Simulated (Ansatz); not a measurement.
Basis-set series for AlH4NOSn (`[OH][SnH]1[NH][AlH]1`). Total charge 0; spin multiplicity 1. Sn takes the def2 core potential. All single points use the PBE0-D4/def2-TZVP geometry. It is one conformer, not always the lowest.

| functional | basis | functions | energy (Eh) | HOMO (eV) | LUMO (eV) |
| --- | --- | --- | --- | --- | --- |
| PBE0-D4 | def2-SVP | 92 | -588.67603 | -6.48 | -1.26 |
| PBE0-D4 | def2-TZVPP | 210 | -588.94302 | -6.60 | -1.38 |
| ωB97M-V | def2-SVP | 92 | -588.81040 | -8.38 | 0.49 |
| ωB97M-V | def2-TZVPP | 210 | -589.08236 | -8.54 | 0.29 |

Question: Give the rows for def2-QZVPP. (Estimate.)

Answer: Computed: 
```tsv
functional	basis	functions	energy (Eh)	HOMO (eV)	LUMO (eV)
PBE0-D4	def2-QZVPP	386	-588.96091	-6.62	-1.43
ωB97M-V	def2-QZVPP	386	-589.09972	-8.57	0.06
```

Positive LUMOs are unbound and depend on the basis.
